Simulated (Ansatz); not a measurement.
Li₁₂. Charge 0, multiplicity 1. Geometry PBE0/def2-SVP.

Cartesian coordinates in Å:
```
Li -0.894 1.813 -1.126
Li 1.344 3.529 -2.181
Li 0.880 0.963 -3.693
Li -0.911 -3.723 -0.788
Li -1.370 -3.520 2.187
Li -0.935 -0.934 3.678
Li 0.034 0.905 1.485
Li -1.979 -1.022 0.621
Li 0.899 -1.853 1.151
Li 2.015 1.045 -0.644
Li 0.872 3.727 0.791
Li 0.046 -0.930 -1.481
```

The restricted singlet is unstable towards broken spin symmetry at other levels; at PBE/def2-TZVP, r2SCAN/def2-TZVP, PBE0/def2-TZVP, ωB97M-V/def2-TZVP this wasn't settled. Another isomer (singlet) lies 0.53 eV lower at PBE0/def2-TZVP; other spin states weren't run for this one.

Estimate the orbital energies around the gap (eV) in Ansatz with PBE/def2-TZVP, r2SCAN/def2-TZVP, PBE0/def2-TZVP, ωB97M-V/def2-TZVP.


| orbital | PBE/def2-TZVP | r2SCAN/def2-TZVP | PBE0/def2-TZVP | ωB97M-V/def2-TZVP |
| --- | --- | --- | --- | --- |
| HOMO−9 | -49.97 | -51.54 | -54.04 | -56.96 |
| HOMO−8 | -49.96 | -51.53 | -54.04 | -56.96 |
| HOMO−7 | -49.75 | -51.32 | -53.85 | -56.77 |
| HOMO−6 | -49.74 | -51.32 | -53.84 | -56.76 |
| HOMO−5 | -5.03 | -5.22 | -5.95 | -7.79 |
| HOMO−4 | -4.46 | -4.58 | -5.22 | -6.75 |
| HOMO−3 | -3.63 | -3.67 | -4.17 | -5.41 |
| HOMO−2 | -3.32 | -3.33 | -3.74 | -4.80 |
| HOMO−1 | -3.14 | -3.13 | -3.59 | -4.65 |
| HOMO | -2.85 | -2.85 | -3.18 | -4.11 |
| LUMO | -2.25 | -2.12 | -1.79 | -0.68 |
| LUMO+1 | -2.24 | -2.11 | -1.79 | -0.65 |
| LUMO+2 | -2.15 | -2.06 | -1.71 | -0.53 |
| LUMO+3 | -1.95 | -1.81 | -1.48 | -0.22 |
| LUMO+4 | -1.68 | -1.58 | -1.17 | 0.01 |
| LUMO+5 | -1.52 | -1.27 | -1.02 | 0.23 |
